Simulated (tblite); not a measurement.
A geometry optimisation, step by step.

Species: C₅H₉F₃O.
Atom-mapped SMILES: `[CH3:1][CH2:2][CH2:3][O:4][C:5]([F:6])([F:7])[CH2:8][F:9]` (hydrogens: H10, H11, H12 on C1; H13, H14 on C2; H15, H16 on C3; H17, H18 on C8)

Computed with GFN2-xTB (tblite), gas phase: L-BFGS steps from a force-field or distance-geometry start until the largest atomic force falls under 0.01 eV/Å. 9 of its 53 geometries are shown.

Step 0: E = -913.3799 eV, largest atomic force 2.372 eV/Å
```
atom  x, y, z in Å  |  force x, y, z in eV/Å
C1      2.425   -0.142    0.674   -0.487   0.077   0.333
C2      1.889   -0.260   -0.759    0.404  -0.702   0.782
C3      0.540    0.392   -0.924    0.124   0.592  -0.302
O4     -0.427   -0.274   -0.126   -2.092   0.405   0.353
C5     -1.720    0.303   -0.230    2.266  -0.637  -0.291
F6     -2.090    0.266   -1.543   -0.144   0.318   0.362
F7     -1.631    1.608    0.130   -0.303  -0.043  -0.263
C8     -2.717   -0.432    0.633   -0.301  -0.632   0.229
F9     -3.958    0.114    0.522    0.001   0.132  -0.053
H10     1.750   -0.639    1.393    0.271   0.235  -0.435
H11     2.504    0.910    0.965    0.018  -0.208  -0.071
H12     3.402   -0.603    0.757    0.072  -0.012  -0.039
H13     2.607    0.194   -1.429    0.018   0.195  -0.272
H14     1.826   -1.331   -1.002   -0.125   0.254  -0.046
H15     0.584    1.462   -0.642    0.047  -0.285   0.000
H16     0.233    0.329   -1.968   -0.054   0.033  -0.258
H17    -2.796   -1.483    0.330    0.102   0.047  -0.211
H18    -2.432   -0.407    1.682    0.184   0.232   0.181
```

Step 6: E = -913.5406 eV, largest atomic force 0.078 eV/Å
```
atom  x, y, z in Å  |  force x, y, z in eV/Å
C1      2.421   -0.141    0.685   -0.009  -0.005   0.015
C2      1.893   -0.276   -0.737    0.013  -0.016   0.030
C3      0.542    0.393   -0.931    0.001   0.017   0.005
O4     -0.463   -0.262   -0.120   -0.052   0.031  -0.036
C5     -1.680    0.284   -0.228   -0.009   0.000  -0.015
F6     -2.109    0.296   -1.527   -0.040  -0.039  -0.044
F7     -1.664    1.610    0.107   -0.018   0.040   0.065
C8     -2.705   -0.457    0.642    0.040   0.031  -0.029
F9     -3.929    0.122    0.511    0.017  -0.010  -0.001
H10     1.748   -0.634    1.382    0.014   0.022  -0.003
H11     2.506    0.908    0.965   -0.007  -0.039  -0.012
H12     3.405   -0.601    0.762   -0.054   0.017   0.017
H13     2.589    0.198   -1.432   -0.008  -0.008  -0.027
H14     1.811   -1.329   -1.003   -0.022  -0.038   0.016
H15     0.592    1.446   -0.636    0.015   0.027   0.017
H16     0.235    0.331   -1.980    0.003  -0.003  -0.001
H17    -2.786   -1.495    0.306    0.063   0.017   0.034
H18    -2.412   -0.387    1.694    0.051  -0.044  -0.032
```

Step 13: E = -913.5468 eV, largest atomic force 0.126 eV/Å
```
atom  x, y, z in Å  |  force x, y, z in eV/Å
C1      2.413   -0.143    0.690   -0.023   0.004  -0.021
C2      1.887   -0.285   -0.731   -0.050   0.008  -0.051
C3      0.545    0.402   -0.935   -0.050   0.001   0.014
O4     -0.470   -0.248   -0.134   -0.019  -0.009  -0.015
C5     -1.688    0.295   -0.238    0.043   0.020  -0.008
F6     -2.129    0.304   -1.533    0.020   0.016   0.000
F7     -1.681    1.617    0.111    0.006   0.035  -0.026
C8     -2.692   -0.458    0.640    0.068  -0.019  -0.010
F9     -3.922    0.111    0.519    0.036  -0.099   0.070
H10     1.738   -0.628    1.389   -0.026   0.002   0.013
H11     2.500    0.906    0.960    0.007   0.027   0.016
H12     3.393   -0.605    0.774    0.013  -0.012   0.008
H13     2.579    0.178   -1.437    0.061  -0.020   0.014
H14     1.793   -1.340   -0.989   -0.033  -0.021   0.017
H15     0.603    1.453   -0.630    0.010  -0.013  -0.034
H16     0.241    0.342   -1.986    0.029   0.041   0.027
H17    -2.747   -1.498    0.309   -0.052   0.000  -0.024
H18    -2.372   -0.397    1.683   -0.040   0.039   0.006
```

Step 20: E = -913.5563 eV, largest atomic force 0.041 eV/Å
```
atom  x, y, z in Å  |  force x, y, z in eV/Å
C1      2.388   -0.144    0.697   -0.006   0.001  -0.001
C2      1.869   -0.302   -0.726   -0.020   0.009  -0.020
C3      0.550    0.425   -0.947   -0.007   0.016  -0.016
O4     -0.478   -0.220   -0.165    0.019   0.007  -0.005
C5     -1.697    0.321   -0.258    0.019  -0.011   0.005
F6     -2.149    0.336   -1.549    0.002  -0.010   0.015
F7     -1.697    1.642    0.095   -0.002  -0.023   0.004
C8     -2.655   -0.471    0.638   -0.009  -0.001   0.010
F9     -3.915    0.035    0.579   -0.011   0.017  -0.010
H10     1.706   -0.609    1.403   -0.041   0.005  -0.003
H11     2.486    0.907    0.952    0.016   0.020   0.004
H12     3.361   -0.617    0.795    0.021  -0.010   0.005
H13     2.588    0.112   -1.435    0.017  -0.005   0.011
H14     1.735   -1.360   -0.953   -0.027   0.006  -0.005
H15     0.628    1.471   -0.633    0.007  -0.003   0.009
H16     0.260    0.390   -2.002    0.008  -0.011  -0.010
H17    -2.685   -1.510    0.299    0.015   0.005  -0.006
H18    -2.304   -0.400    1.671   -0.001  -0.010   0.011
```

Step 26: E = -913.5573 eV, largest atomic force 0.036 eV/Å
```
atom  x, y, z in Å  |  force x, y, z in eV/Å
C1      2.382   -0.143    0.698   -0.005   0.003  -0.003
C2      1.866   -0.301   -0.728    0.018  -0.007   0.009
C3      0.551    0.431   -0.952    0.032  -0.001   0.000
O4     -0.474   -0.217   -0.169    0.016   0.016  -0.003
C5     -1.695    0.320   -0.257    0.000   0.006  -0.003
F6     -2.151    0.333   -1.546   -0.004  -0.002  -0.005
F7     -1.698    1.641    0.096    0.010   0.002   0.004
C8     -2.650   -0.473    0.640   -0.001  -0.011   0.008
F9     -3.911    0.030    0.582    0.001   0.008  -0.012
H10     1.690   -0.600    1.400    0.003   0.014  -0.001
H11     2.491    0.909    0.951   -0.003  -0.006  -0.009
H12     3.354   -0.622    0.800   -0.032  -0.016   0.007
H13     2.596    0.102   -1.432   -0.019  -0.002  -0.009
H14     1.717   -1.358   -0.951    0.013   0.004   0.000
H15     0.633    1.476   -0.633   -0.017   0.003  -0.013
H16     0.264    0.395   -2.008   -0.009   0.012   0.015
H17    -2.674   -1.510    0.297   -0.007  -0.018   0.002
H18    -2.299   -0.404    1.673    0.003  -0.005   0.014
```

Step 32: E = -913.5582 eV, largest atomic force 0.020 eV/Å
```
atom  x, y, z in Å  |  force x, y, z in eV/Å
C1      2.376   -0.142    0.697    0.000  -0.003  -0.001
C2      1.866   -0.301   -0.730    0.001   0.003   0.004
C3      0.556    0.438   -0.955   -0.013  -0.006  -0.001
O4     -0.466   -0.213   -0.170   -0.011  -0.015   0.007
C5     -1.690    0.318   -0.254   -0.008  -0.001   0.006
F6     -2.152    0.329   -1.542    0.013   0.004   0.001
F7     -1.696    1.639    0.099   -0.007   0.002   0.003
C8     -2.644   -0.477    0.643    0.003   0.005  -0.006
F9     -3.904    0.030    0.578    0.003  -0.008   0.006
H10     1.674   -0.586    1.397   -0.007   0.016  -0.006
H11     2.495    0.910    0.946    0.013  -0.013  -0.006
H12     3.338   -0.636    0.809   -0.008   0.001   0.007
H13     2.598    0.094   -1.436    0.000   0.009   0.002
H14     1.709   -1.357   -0.950    0.013   0.002  -0.001
H15     0.633    1.483   -0.638    0.016   0.001   0.006
H16     0.266    0.403   -2.010   -0.008  -0.003  -0.015
H17    -2.671   -1.515    0.298    0.000   0.007   0.006
H18    -2.298   -0.411    1.679    0.002   0.001  -0.014
```

Step 39: E = -913.5590 eV, largest atomic force 0.024 eV/Å
```
atom  x, y, z in Å  |  force x, y, z in eV/Å
C1      2.368   -0.141    0.696    0.008   0.008   0.009
C2      1.866   -0.300   -0.733    0.005  -0.004  -0.002
C3      0.557    0.439   -0.960   -0.006   0.003   0.012
O4     -0.463   -0.210   -0.169   -0.006  -0.001   0.011
C5     -1.687    0.318   -0.252   -0.003  -0.005  -0.006
F6     -2.145    0.331   -1.540   -0.019   0.008  -0.003
F7     -1.698    1.638    0.106    0.004  -0.006  -0.003
C8     -2.639   -0.482    0.644    0.006   0.004  -0.004
F9     -3.900    0.023    0.582    0.003  -0.008   0.007
H10     1.645   -0.556    1.392   -0.005   0.003   0.003
H11     2.515    0.909    0.935    0.003   0.022   0.000
H12     3.314   -0.658    0.826    0.001  -0.021  -0.006
H13     2.600    0.096   -1.437    0.016   0.008  -0.003
H14     1.713   -1.356   -0.952   -0.004  -0.016  -0.017
H15     0.642    1.484   -0.641   -0.015   0.012   0.008
H16     0.260    0.409   -2.014    0.011  -0.021   0.006
H17    -2.665   -1.520    0.300    0.003   0.010  -0.007
H18    -2.291   -0.416    1.679   -0.004   0.005  -0.003
```

Step 46: E = -913.5595 eV, largest atomic force 0.019 eV/Å
```
atom  x, y, z in Å  |  force x, y, z in eV/Å
C1      2.365   -0.140    0.696    0.000   0.000   0.005
C2      1.868   -0.299   -0.735   -0.004   0.003  -0.002
C3      0.557    0.439   -0.959   -0.005  -0.005  -0.005
O4     -0.463   -0.211   -0.169   -0.002   0.004  -0.007
C5     -1.687    0.318   -0.252    0.002   0.004  -0.002
F6     -2.147    0.334   -1.539   -0.002  -0.001  -0.001
F7     -1.697    1.637    0.108    0.005   0.004  -0.001
C8     -2.637   -0.483    0.644   -0.002  -0.001   0.003
F9     -3.899    0.017    0.586   -0.005   0.002  -0.002
H10     1.629   -0.535    1.389    0.000  -0.005   0.010
H11     2.529    0.910    0.927    0.015   0.004   0.003
H12     3.300   -0.676    0.835    0.006  -0.004   0.002
H13     2.603    0.099   -1.436   -0.001   0.008   0.000
H14     1.716   -1.355   -0.959   -0.004   0.000   0.004
H15     0.640    1.484   -0.641   -0.009  -0.012  -0.011
H16     0.261    0.403   -2.012    0.004   0.008  -0.001
H17    -2.660   -1.520    0.298    0.003  -0.004  -0.003
H18    -2.287   -0.417    1.677    0.001  -0.004   0.007
```

Step 52: E = -913.5597 eV, largest atomic force 0.010 eV/Å
```
atom  x, y, z in Å  |  force x, y, z in eV/Å
C1      2.366   -0.140    0.698    0.001   0.002  -0.003
C2      1.868   -0.297   -0.734   -0.004   0.002   0.001
C3      0.555    0.438   -0.960    0.002   0.003  -0.002
O4     -0.465   -0.212   -0.171    0.004  -0.001  -0.009
C5     -1.688    0.319   -0.252    0.003  -0.003  -0.002
F6     -2.150    0.335   -1.539   -0.003   0.003   0.000
F7     -1.695    1.639    0.108   -0.002  -0.006   0.002
C8     -2.637   -0.483    0.644   -0.001  -0.001  -0.001
F9     -3.900    0.015    0.586   -0.001   0.002   0.002
H10     1.627   -0.530    1.393    0.007   0.006  -0.003
H11     2.540    0.909    0.926    0.001  -0.003   0.007
H12     3.297   -0.683    0.837   -0.005  -0.002  -0.005
H13     2.603    0.104   -1.434   -0.004  -0.004   0.005
H14     1.717   -1.353   -0.959    0.003   0.002   0.005
H15     0.634    1.483   -0.644    0.005   0.001  -0.002
H16     0.263    0.401   -2.015   -0.002  -0.003   0.004
H17    -2.658   -1.519    0.297   -0.001  -0.002   0.001
H18    -2.287   -0.418    1.678   -0.002   0.002  -0.001
```

Task: Summarise the path.

Result: The energy falls by 4.15 kcal/mol from step 0 to step 52; nine tenths of that is first reached at step 8. It falls at every step. The largest force goes from 2.372 to 0.010 eV/Å. Among the bonds O4–C5 changes most, from 1.420 to 1.337 Å; the atoms move by 0.102 Å rms after alignment.

Task: Follow the three bonds and two angles with the largest change from start to end.

Result: 
| step | E above end (kcal/mol) | largest force (eV/Å) | O4–C5 (Å) | C3–O4 (Å) | C5–C8 (Å) | O4–C5–F6 (°) | F6–C5–F7 (°) |
| --- | --- | --- | --- | --- | --- | --- | --- |
| 0 | 4.15 | 2.372 | 1.420 | 1.419 | 1.509 | 107.8 | 107.4 |
| 2 | 0.87 | 0.266 | 1.333 | 1.454 | 1.540 | 110.6 | 105.1 |
| 5 | 0.49 | 0.086 | 1.339 | 1.451 | 1.536 | 111.3 | 103.2 |
| 7 | 0.42 | 0.074 | 1.338 | 1.447 | 1.534 | 111.5 | 103.3 |
| 9 | 0.38 | 0.061 | 1.336 | 1.446 | 1.531 | 111.5 | 103.7 |
| 11 | 0.35 | 0.076 | 1.337 | 1.447 | 1.530 | 111.6 | 103.8 |
| 14 | 0.26 | 0.150 | 1.338 | 1.446 | 1.531 | 111.8 | 103.5 |
| 16 | 0.16 | 0.125 | 1.337 | 1.444 | 1.532 | 112.0 | 103.2 |
| 18 | 0.09 | 0.069 | 1.337 | 1.443 | 1.531 | 111.9 | 103.3 |
| 20 | 0.08 | 0.041 | 1.337 | 1.444 | 1.532 | 111.8 | 103.5 |
| 23 | 0.06 | 0.027 | 1.337 | 1.444 | 1.533 | 111.8 | 103.5 |
| 25 | 0.06 | 0.042 | 1.337 | 1.444 | 1.532 | 111.8 | 103.5 |
| 27 | 0.05 | 0.036 | 1.337 | 1.444 | 1.531 | 111.7 | 103.5 |
| 29 | 0.04 | 0.032 | 1.337 | 1.445 | 1.532 | 111.8 | 103.6 |
| 32 | 0.03 | 0.020 | 1.336 | 1.444 | 1.533 | 111.8 | 103.6 |
| 34 | 0.03 | 0.022 | 1.336 | 1.444 | 1.532 | 111.8 | 103.5 |
| 36 | 0.03 | 0.033 | 1.336 | 1.444 | 1.532 | 111.7 | 103.5 |
| 38 | 0.02 | 0.032 | 1.336 | 1.444 | 1.532 | 111.6 | 103.6 |
| 41 | 0.01 | 0.030 | 1.336 | 1.444 | 1.533 | 111.7 | 103.6 |
| 43 | 0.01 | 0.022 | 1.336 | 1.444 | 1.532 | 111.8 | 103.6 |
| 45 | 0.01 | 0.021 | 1.337 | 1.445 | 1.532 | 111.8 | 103.6 |
| 47 | 0.00 | 0.016 | 1.337 | 1.444 | 1.532 | 111.8 | 103.5 |
| 50 | 0.00 | 0.014 | 1.337 | 1.444 | 1.533 | 111.8 | 103.6 |
| 52 | 0.00 | 0.010 | 1.337 | 1.444 | 1.532 | 111.8 | 103.6 |

What follows is the cost of the whole relaxation. Time: 0.31 s of wall time. Hardware: an Arm Neoverse V1 with one thread (shared host).
